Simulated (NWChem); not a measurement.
C2H6BNO; SMILES C=CB(N)O

```xyz
11

B     -0.0009    -0.4881     0.0013
C     -0.6581     0.9328     0.0050
C      0.0466     2.0718    -0.0037
H     -1.7485     1.0142     0.0144
H     -0.4209     3.0555    -0.0017
H      1.1344     2.0574    -0.0131
O      1.3793    -0.5605     0.0014
H      1.7113    -1.4686    -0.0018
N     -0.8200    -1.6464    -0.0023
H     -0.4787    -2.5978    -0.0057
H     -1.8278    -1.5878    -0.0033
```
Atoms are numbered in this order, from 1.

Level: B3LYP/6-31G* (spherical d) (NWChem), optimised geometry, unscaled harmonic frequencies. 

| frequency (cm⁻¹) | IR intensity (km/mol) |
|---|---|
| 92 | 9.2 |
| 211 | 2.8 |
| 350 | 126.2 |
| 375 | 1.6 |
| 408 | 6.4 |
| 431 | 172.7 |
| 502 | 10.3 |
| 578 | 41.5 |
| 713 | 29.3 |
| 752 | 0.5 |
| 883 | 11.8 |
| 993 | 27.7 |
| 1007 | 119.2 |
| 1051 | 7.2 |
| 1058 | 12.9 |
| 1294 | 92.3 |
| 1355 | 70.6 |
| 1408 | 213.9 |
| 1482 | 57.2 |
| 1668 | 127.9 |
| 1703 | 51.4 |
| 3111 | 30.2 |
| 3148 | 18.9 |
| 3226 | 18.8 |
| 3591 | 22.1 |
| 3684 | 10.9 |
| 3784 | 18.0 |

| Quantity | Result |
|---|---|
| zero-point energy | 55.5 kcal/mol |
| thermal correction to the enthalpy at 298.15 K (with zero-point energy) | 60.0 kcal/mol |
| heat capacity Cv | 22.0 cal/(mol K) |
| entropy at 298.15 K and 1 atm (symmetry number 1) | 76.3 cal/(mol K) |
| dipole moment | 2.62 D |

Rigid rotor and harmonic oscillator; modes under 100 cm⁻¹ make the entropy uncertain.
